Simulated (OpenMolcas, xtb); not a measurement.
# How methods differ on GaCNCl2 (SMILES N#[C][Ga]([Cl])[Cl])

The species is GaCNCl2 (5 atoms), meant as a singlet with charge 0. As SMILES, `N#[C][Ga]([Cl])[Cl]`. Geometry: relaxed at PBE0-D4/def2-TZVP.

Quantity: the dipole moment, in D. The values are calculated.

```
         level             kind     program  value (D)
      GFN0-xTB   semi-empirical         xtb       3.06
      GFN1-xTB   semi-empirical         xtb       1.22
    HF/cc-pVDZ     Hartree–Fock  OpenMolcas       1.80
 SVWN5/cc-pVDZ              LDA  OpenMolcas       1.84
revPBE/cc-pVDZ              GGA  OpenMolcas       1.74
  TPSS/cc-pVDZ         meta-GGA  OpenMolcas       1.76
M06-2X/cc-pVDZ  hybrid meta-GGA  OpenMolcas       1.73
```

All-electron rows without a relativistic Hamiltonian named are non-relativistic. The values span 1.22 to 3.06 D. Magnitudes only.
